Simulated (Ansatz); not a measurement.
Process, species as SMILES: [NH]B(N)F -> [NH-]B(N)F (an electron is taken up)
Structures are relaxed separately at B3LYP-D3(BJ)/def2-TZVP in Ansatz (a quantum-chemistry and plane-wave program), one conformer each, not searched for the lowest. Frequencies are from Ansatz.
Geometry of the first species:
SMILES: [NH]B(N)F
```xyz
7

B      0.0380    -0.0045     0.0110
F      0.2720     1.2902    -0.2956
N      1.1354    -0.8693     0.4042
N     -1.2793    -0.4769     0.0053
H      1.9367    -0.8287    -0.2275
H     -2.0537     0.0761    -0.3202
H     -1.5135    -1.4128     0.2865
```
Charge 0, spin multiplicity 2.

Wanted: adiabatic electron affinity (0 K, with B3LYP-D3(BJ) harmonic zero-point energies), positive where the reaction releases energy, in eV. Cores are frozen in the correlated levels unless marked. UHF or UKS for open shells. No spin-orbit coupling. No relativistic terms. Anions need diffuse functions: aug- sets have them; def2-D sets add few; the other sets have none. CBS marks a two-point X^-3 extrapolation of the correlation energy; Hartree-Fock from the larger set. [CCSD(T)-MP2]/basis is that difference in the basis named.

```tsv
level	program	adiabatic electron affinity (eV)
HF/cc-pVTZ	Ansatz	0.07
HF/aug-cc-pVQZ	Ansatz	0.29
PBE0/STO-3G	Ansatz	-3.00
HSE06/def2-TZVPD	Ansatz	1.84
LC-wPBE-D3(BJ)/def2-TZVPD	Ansatz + dftd3	1.93
B2PLYP-D4/def2-TZVPD	Ansatz + dftd4	1.98
RI-MP2/aug-cc-pVTZ	Ansatz	2.25
SCS-MP2/6-31G*	Ansatz	0.92
CCSD(T) with core electrons/cc-pwCVTZ	Ansatz	1.67
RI-MP2/CBS(aug-cc-pVTZ,aug-cc-pVQZ)+[CCSD(T)-MP2]/aug-cc-pVTZ	Ansatz	2.12
```
